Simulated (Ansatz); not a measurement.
Born–Oppenheimer molecular dynamics of a periodic cell of 32 atoms, H₂₁O₁₀F (contents 10 H2O + 1 HF, density as packed 0.77 g/cm³ with natural masses). It starts from a partly relaxed structure (largest force component 0.96 eV/Å).

All numbers below come from DFT r2SCAN-D3(BJ), scalar-relativistic, plane waves, PAW in Ansatz. Settings: cutoff 500 eV, k mesh 1x1x1, fermi-dirac smearing 0.05 eV, no spin polarisation.

* ensemble: NVT, Langevin thermostat
* time step: 0.5 fs
* steps asked: 30
* set temperature: 400 K
* friction: 0.02 /fs
* seed: 347129

First frame:

```xyz
32
Lattice="7.5723 0.0000 0.0000 0.0000 7.5723 0.0000 0.0000 0.0000 7.5723" Properties=species:S:1:pos:R:3
O 0.772 5.135 3.916
H 0.469 6.039 4.108
H 1.125 5.184 3.012
O 1.694 5.993 1.190
H 2.570 6.369 1.375
H 1.807 5.558 0.315
O 5.742 0.410 6.655
H 5.399 1.313 6.730
H 5.096 -0.089 6.088
O 4.375 6.444 5.001
H 4.238 6.611 4.062
H 3.692 5.816 5.307
O 7.686 0.327 4.716
H 7.359 0.754 3.898
H 6.957 0.390 5.394
O 2.685 1.947 2.719
H 2.661 1.946 3.685
H 3.602 2.164 2.481
O 5.437 2.744 2.331
H 5.707 3.644 2.531
H 6.261 2.278 2.093
O 2.379 4.732 6.101
H 1.758 4.812 5.336
H 2.508 3.779 6.184
O 0.201 1.099 1.911
H 0.375 0.442 1.224
H 1.095 1.484 2.095
O 5.153 -0.620 1.961
H 6.074 -0.485 2.262
H 5.248 -0.367 1.006
F 2.045 1.728 5.444
H 1.283 1.167 5.195
```

Question: What does the run give?

Answer: The run went to its last step.

| Item | Value |
| --- | --- |
| steps done | 30 |
| time covered | 15 fs |
| mean temperature over the second half | 281 K |
| spread of the potential energy over the second half | 5.7 meV per atom |
| mean potential energy of the second half above the start | 23.2 meV per atom |

The mean temperature of the second half is 30 % below the set value. A run of 0.015 ps of so small a system gives no equilibrium averages. Limits of this set-up: coarse k mesh.

Question: What happens to the structure?

Answer: Mean squared displacements from the first frame to the last, about the centre of mass: O 0.01 Å², H 0.10 Å², F 0.01 Å². The details hang on the random start.

Question: How do temperature and energy run in time?

Answer: 
| time (fs) | T (K) | potential energy less start (eV) |
| --- | --- | --- |
| 0.0 | 388 | 0.000 |
| 1.0 | 385 | 0.098 |
| 2.0 | 339 | 0.294 |
| 3.0 | 315 | 0.401 |
| 4.0 | 317 | 0.390 |
| 5.0 | 292 | 0.423 |
| 6.0 | 270 | 0.566 |
| 7.0 | 253 | 0.636 |
| 8.0 | 321 | 0.534 |
| 9.0 | 329 | 0.491 |
| 10.0 | 306 | 0.598 |
| 11.0 | 281 | 0.756 |
| 12.0 | 268 | 0.834 |
| 13.0 | 266 | 0.847 |
| 14.0 | 251 | 0.932 |
| 15.0 | 217 | 1.076 |

Run time: 10 min on 1 thread of AMD EPYC 7B13 (Zen 3), on a shared host, peak memory 1.4 GiB.
